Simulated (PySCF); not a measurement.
**Telling isomers of C7H5NSi apart by NMR**

[PySCF 2.14.0 with density-fitted response routines: GIAO PBE0/pcSseg-1 shieldings; coordinates at the GFN2-xTB level; no solvent; non-relativistic; one computed conformer; fast rotation and ring inversion assumed for equivalent nuclei]

Chemical shifts δ = σref − σ; 1H, 13C vs TMS, all at this level. Where no couplings were computed, multiplicities follow the n + 1 count of equivalent neighbours, and m marks all less simple cases (inequivalent or close neighbours, rings, F or P nearby). Shifts are as computed. Against solution values, carbons near 30 ppm lie about +3 ppm off and those near 130 ppm about +5 ppm. Of 1309 compounds with measured shifts, 239 miss one by over three times the rms of a fit or turn the order of signals round; such compounds aren't used in these exercises.

(1) Tabulate the signals of `C#CC#C/C([SiH3])=C\C#N`, `C#C[Si@@H]1[C@@H](C#N)C12C=C2`, `C#CC1=C[SiH2]C(C#N)=C1`, `C#CC#C/C([SiH3])=C/C#N`, `C#C/C=C(/C#C)[SiH2]C#N`, `C#C/C=C(\C#C)[SiH2]C#N` and their relative energies.

(2) What is the quickest way to tell C#C[Si@@H]1[C@@H](C#N)C12C=C2 from C#CC#C/C([SiH3])=C/C#N?

(3) What is the quickest way to tell C#CC#C/C([SiH3])=C/C#N from C#C/C=C(/C#C)[SiH2]C#N?

(4) What is the quickest way to tell C#CC#C/C([SiH3])=C\C#N from C#C[Si@@H]1[C@@H](C#N)C12C=C2?

Answers

(1) 
| SMILES | carbon types | δC | δH | E rel. (kcal/mol) |
| --- | --- | --- | --- | --- |
| C#CC#C/C([SiH3])=C\C#N | 5×C 2×CH | 148.2, 129.6, 121.2, 108.6, 94.7, 74.1, 72.4 | 6.14 (s, 1H), 4.31 (s, 3H), 2.83 (s, 1H) | 35.5 |
| C#C[Si@@H]1[C@@H](C#N)C12C=C2 | 3×C 4×CH | 124.5, 121.9, 121.7, 104.7, 84.3, 23.4, 3.2 | 7.60 (d, 1H), 7.39 (d, 1H), 4.30 (m, 1H), 1.94 (d, 1H), 1.19 (m, 1H) | 59.4 |
| C#CC1=C[SiH2]C(C#N)=C1 | 4×C 3×CH | 169.3, 148.1, 147.3, 122.4, 119.2, 93.8, 85.7 | 7.57 (s, 1H), 6.82 (t, 1H), 4.82 (m, 2H), 3.12 (s, 1H) | 0.0 |
| C#CC#C/C([SiH3])=C/C#N | 5×C 2×CH | 149.5, 132.2, 122.9, 106.7, 94.9, 77.7, 72.4 | 6.56 (s, 1H), 4.44 (s, 3H), 2.83 (s, 1H) | 35.9 |
| C#C/C=C(/C#C)[SiH2]C#N | 4×C 3×CH | 146.7, 131.5, 121.7, 110.3, 100.1, 88.8, 86.2 | 7.13 (d, 1H), 4.74 (s, 2H), 4.00 (d, 1H), 3.53 (s, 1H) | 33.2 |
| C#C/C=C(\C#C)[SiH2]C#N | 4×C 3×CH | 142.4, 133.4, 122.1, 105.6, 104.4, 85.6, 85.4 | 6.46 (d, 1H), 4.66 (s, 2H), 3.82 (s, 1H), 3.72 (d, 1H) | 33.1 |

Energies are electronic energies at PBE0/pcSseg-1 on these geometries, without zero-point or thermal terms, each for the one conformer computed, which needn't be the lowest.

(2) Both give the same number of carbon signals, but DEPT or the intensities differ. The first has a three-membered-ring carbon (CH) at 3.2 ppm, the second a fully substituted alkene carbon (C) at 149.5 ppm. Their most deshielded carbons lie at 124.5 and 149.5 ppm. In the proton spectra the most deshielded non-exchanging signals are 7.60 (d, 1H) and 6.56 (s, 1H).

(3) Both give the same number of carbon signals, but DEPT or the intensities differ. The first has a fully substituted alkene carbon (C) at 149.5 ppm, the second a terminal alkyne carbon (CH) at 110.3 ppm. Their most deshielded carbons lie at 149.5 and 146.7 ppm. In the proton spectra the most deshielded non-exchanging signals are 6.56 (s, 1H) and 7.13 (d, 1H).

(4) Both give the same number of carbon signals, but DEPT or the intensities differ. The first has a fully substituted alkene carbon (C) at 148.2 ppm, the second a three-membered-ring carbon (CH) at 3.2 ppm. Their most deshielded carbons lie at 148.2 and 124.5 ppm. In the proton spectra the most deshielded non-exchanging signals are 6.14 (s, 1H) and 7.60 (d, 1H).
